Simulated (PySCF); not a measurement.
# Ionisation energy of Sc²⁺ by level of theory

Sc²⁺ [Ar] 3d1 (2D) → Sc³⁺ [Ar] (1S), as a difference of total energies. Computed with PySCF 2.14 in def2-SVP (5s3p2d1f, 31 functions), with the non-relativistic Hamiltonian (point nucleus). The calculations carry no spin-orbit coupling.

| method | ionisation energy (eV) |
| --- | --- |
| UHF | 24.422 |
| M06-L | 25.359 |
| B3LYP | 26.056 |

These non-relativistic numbers lack the scalar-relativistic shift.

The reference lies between the lowest fine-structure levels, while these numbers refer to the centres of the terms.

For comparison: 24.757 eV (measured; NIST Atomic Spectra Database, ionization energies).
